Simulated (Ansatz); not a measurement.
Ansatz (a first-principles code) input (CCSD(T)/6-31G*):

Ansatz 0.2 input:
```yaml
crystal:
  periodic: [false, false, false]
  atoms:
    - {symbol: Ti, position_ang: [-0.00000000, -0.00000000, -0.37574729]}
    - {symbol: N, position_ang: [0.00000000, 0.00000000, 1.18092005]}
basis:
  gaussian:
    orbitals: 6-31G*
magnetization: {spin_polarized: true, initial_magnetization: 1}
correlation: {method: ccsd_t, electrons: outside_noble_gas}
```

Output:

```
Functional definition: HF
integrals: 0.03 GiB planned
505 factors; integrals over basis functions are off by at most 1.4e-3 eV
mean field: 0.12 GiB planned
mean field evaluation 1: about -24545.0352 eV, gradient 5.9e1 eV
mean field evaluation 2: about -24545.0573 eV, gradient 5.9e1 eV
mean field evaluation 4: about -24562.3815 eV, gradient 8.9e0 eV
mean field evaluation 8: about -24562.8443 eV, gradient 7.3e-1 eV
mean field evaluation 16: about -24563.1450 eV, gradient 2.2e-1 eV
mean field evaluation 32: about -24563.1598 eV, gradient 2.0e-4 eV
mean field evaluation 64: about -24559.9062 eV, gradient 6.0e-4 eV
mean field evaluation 96: about -24559.9660 eV, gradient 9.3e-1 eV
mean field evaluation 128: about -24562.9019 eV, gradient 2.2e-1 eV
mean field evaluation 160: about -24559.5787 eV, gradient 9.3e-4 eV
mean field evaluation 192: about -24563.1533 eV, gradient 2.1e-1 eV
mean field evaluation 224: about -24562.6602 eV, gradient 7.2e-1 eV
mean field evaluation 256: about -24557.0210 eV, gradient 5.1e0 eV
mean field evaluation 288: about -24562.3652 eV, gradient 8.9e-1 eV
mean field evaluation 320: about -24562.9065 eV, gradient 2.5e-1 eV
mean field evaluation 352: about -24562.8546 eV, gradient 1.4e-2 eV
mean field evaluation 384: about -24563.1479 eV, gradient 4.5e-2 eV
mean field evaluation 416: about -24562.5896 eV, gradient 2.2e0 eV
mean field evaluation 448: about -24562.8546 eV, gradient 8.0e-1 eV
mean field evaluation 480: about -24562.8382 eV, gradient 8.6e-4 eV
mean field evaluation 512: about -24560.0850 eV, gradient 1.4e1 eV
mean field evaluation 544: about -24563.1510 eV, gradient 4.5e-1 eV
mean field evaluation 576: about -24562.6656 eV, gradient 9.8e-2 eV
mean field evaluation 608: about -24558.3246 eV, gradient 1.3e1 eV
mean field evaluation 640: about -24559.0831 eV, gradient 1.0e0 eV
mean field evaluation 672: about -24558.1318 eV, gradient 1.3e1 eV
mean field evaluation 704: about -24562.4918 eV, gradient 1.8e0 eV
mean field evaluation 736: about -24561.2716 eV, gradient 7.3e-2 eV
mean field evaluation 768: about -24562.8287 eV, gradient 2.8e-1 eV
mean field evaluation 800: about -24562.3686 eV, gradient 1.9e-1 eV
mean field evaluation 832: about -24562.2343 eV, gradient 3.1e0 eV
mean field evaluation 864: about -24562.3196 eV, gradient 1.6e0 eV
mean field evaluation 896: about -24562.6680 eV, gradient 4.1e-3 eV
mean field evaluation 928: about -24561.2758 eV, gradient 8.2e-4 eV
mean field evaluation 960: about -24562.8382 eV, gradient 4.9e-3 eV
mean field evaluation 992: about -24562.2224 eV, gradient 9.9e-1 eV
mean field evaluation 1024: about -24562.3669 eV, gradient 6.1e-1 eV
mean field evaluation 1056: about -24562.3725 eV, gradient 5.8e-1 eV
mean field evaluation 1088: about -24554.5997 eV, gradient 4.7e0 eV
mean field evaluation 1120: about -24559.2243 eV, gradient 2.4e-3 eV
mean field evaluation 1152: about -24558.9227 eV, gradient 6.6e0 eV
mean field evaluation 1184: about -24561.2758 eV, gradient 8.0e-3 eV
mean field evaluation 1216: about -24561.2729 eV, gradient 1.6e-2 eV
mean field evaluation 1248: about -24560.2063 eV, gradient 8.6e0 eV
mean field evaluation 1280: about -24561.1134 eV, gradient 6.3e-1 eV
mean field evaluation 1312: about -24561.2730 eV, gradient 1.1e-3 eV
mean field evaluation 1344: about -24560.7640 eV, gradient 3.5e-1 eV
mean field evaluation 1376: about -24560.6107 eV, gradient 1.3e0 eV
mean field evaluation 1408: about -24560.2682 eV, gradient 9.0e-1 eV
mean field evaluation 1440: about -24559.8912 eV, gradient 1.9e0 eV
mean field evaluation 1472: about -24560.2893 eV, gradient 2.0e-1 eV
mean field evaluation 1504: about -24560.5468 eV, gradient 5.8e-1 eV
mean field evaluation 1536: about -24560.8003 eV, gradient 4.3e-1 eV
mean field evaluation 1568: about -24558.2780 eV, gradient 1.6e1 eV
mean field evaluation 1600: about -24560.0872 eV, gradient 3.4e-3 eV
mean field evaluation 1632: about -24559.7119 eV, gradient 9.1e-1 eV
mean field evaluation 1664: about -24559.8657 eV, gradient 2.2e-1 eV
mean field evaluation 1696: about -24560.1071 eV, gradient 1.3e0 eV
mean field evaluation 1728: about -24559.7737 eV, gradient 3.5e0 eV
mean field evaluation 1760: about -24560.0928 eV, gradient 4.3e-1 eV
mean field evaluation 1792: about -24559.7688 eV, gradient 5.1e-1 eV
mean field evaluation 1824: about -24559.8153 eV, gradient 1.0e1 eV
mean field evaluation 1856: about -24559.7833 eV, gradient 5.3e-1 eV
mean field evaluation 1888: about -24559.7792 eV, gradient 1.1e-2 eV
mean field evaluation 1920: about -24559.8747 eV, gradient 9.5e-1 eV
mean field evaluation 1952: about -24559.5787 eV, gradient 9.7e-4 eV
mean field evaluation 1984: about -24559.1236 eV, gradient 8.6e-4 eV
mean field evaluation 2016: about -24559.1504 eV, gradient 9.3e-1 eV
mean field evaluation 2048: about -24559.0097 eV, gradient 4.5e-1 eV
mean field evaluation 2080: about -24560.8038 eV, gradient 1.0e0 eV
mean field evaluation 2112: about -24561.9905 eV, gradient 3.4e-1 eV
mean field evaluation 2144: about -24557.0410 eV, gradient 2.5e1 eV
mean field evaluation 2176: about -24558.1765 eV, gradient 1.5e1 eV
mean field evaluation 2208: about -24556.3160 eV, gradient 2.4e1 eV
mean field evaluation 2240: about -24554.4969 eV, gradient 1.8e1 eV
mean field evaluation 2272: about -24556.2274 eV, gradient 1.7e1 eV
mean field evaluation 2304: about -24562.7926 eV, gradient 1.6e0 eV
mean field evaluation 2336: about -24560.7125 eV, gradient 9.5e-5 eV
mean field -24563.15984768 eV, -902.6794748945 hartree, gradient 4.5e-6 eV, S^2 1.488454; 51 other end points of the search recorded, 0 dependent functions left out
determinant -24563.15984768 eV, -902.6794748945 hartree, with singles and doubles -24571.00160270 eV, -902.9676540761 hartree
determinant -24562.91380337 eV, -902.6704329328 hartree, with singles and doubles -24571.00788539 eV, -902.9678849607 hartree
determinant -24562.83819988 eV, -902.6676545558 hartree, with singles and doubles -24568.87707523 eV, -902.8895791316 hartree
determinant -24562.66799856 eV, -902.6613997729 hartree, with singles and doubles -24568.51297165 eV, -902.8761985719 hartree
determinant -24562.66165100 eV, -902.6611665042 hartree, with singles and doubles -24568.51126506 eV, -902.8761358561 hartree
determinant -24562.33927555 eV, -902.6493194251 hartree, with singles and doubles -24568.36317978 eV, -902.8706938223 hartree
determinant -24562.03083488 eV, -902.6379844396 hartree, with singles and doubles -24569.61506935 eV, -902.9166999152 hartree
determinant -24561.27577479 eV, -902.6102364928 hartree, with singles and doubles -24567.39968348 eV, -902.8352859865 hartree
determinant -24561.27299009 eV, -902.6101341571 hartree, with singles and doubles -24568.69725435 eV, -902.8829708363 hartree
determinant -24560.92223838 eV, -902.5972442696 hartree, with singles and doubles -24568.06048827 eV, -902.8595701143 hartree
determinant -24560.81955406 eV, -902.5934706901 hartree, with singles and doubles -24566.84490279 eV, -902.8148981719 hartree
determinant -24560.81542773 eV, -902.5933190504 hartree, with singles and doubles -24567.09549529 eV, -902.8241072765 hartree
determinant -24560.77321655 eV, -902.5917678182 hartree, with singles and doubles -24566.74284263 eV, -902.8111475301 hartree
determinant -24560.71246973 eV, -902.5895354137 hartree, with singles and doubles -24566.87733478 eV, -902.8160900255 hartree
determinant -24560.59536502 eV, -902.5852318951 hartree, with singles and doubles -24566.82816690 eV, -902.8142831395 hartree
determinant -24560.30574291 eV, -902.5745884787 hartree, with singles and doubles -24566.23557130 eV, -902.7925056527 hartree
determinant -24560.29537657 eV, -902.5742075226 hartree, with singles and doubles -24566.23509581 eV, -902.7924881787 hartree
determinant -24560.12291652 eV, -902.5678697329 hartree, with singles and doubles -24565.31073526 eV, -902.7585185552 hartree
determinant -24560.08724353 eV, -902.5665587747 hartree, with singles and doubles -24564.53157211 eV, -902.7298848375 hartree
determinant -24559.94434530 eV, -902.5613073616 hartree, with singles and doubles -24566.51746529 eV, -902.8028650658 hartree
determinant -24559.90619790 eV, -902.5599054707 hartree, with singles and doubles -24565.13726627 eV, -902.7521436874 hartree
determinant -24559.78908871 eV, -902.5556017870 hartree, with singles and doubles -24564.25894366 eV, -902.7198659268 hartree
determinant -24559.77918743 eV, -902.5552379219 hartree, with singles and doubles -24564.30184389 eV, -902.7214424813 hartree
determinant -24563.15984768 eV, -902.6794748945 hartree, with singles and doubles -24571.05572186 eV, -902.9696429184 hartree
determinant -24562.91380337 eV, -902.6704329328 hartree, with singles and doubles -24571.03454352 eV, -902.9688646290 hartree
10 core orbitals not correlated
reference -24562.91380337 eV, -902.6704329328 hartree; 5, 4 occupied and 36, 37 virtual orbitals, 505 factors
second order -7.86764084 eV of doubles, -0.00000000 eV of singles
coupled cluster: 0.11 GiB planned
cycle   1  -8.12073764 eV  change    2.5e-6 eV  update   4.4e-6
cycle   2  -8.12074858 eV  change   -1.1e-5 eV  update   2.9e-6
cycle   3  -8.12075050 eV  change   -1.9e-6 eV  update   2.1e-6
coupled cluster: 0.11 GiB planned
perturbative correction -0.58347565 eV, -0.0214423347 hartree
WARN: the results are in doubt because among natural orbitals full CI differs from the method by -0.152 eV
Total energy: -24571.61802952 eV, -902.9903073439 hartree
In doubt: among natural orbitals full CI differs from the method by -0.152 eV
```

The spin state was set by rule; other spins were not relaxed.

The program attaches cautions to this result: large difference.

The determinant is spin-contaminated: <S^2> is 1.15 against 0.75 for a pure state.
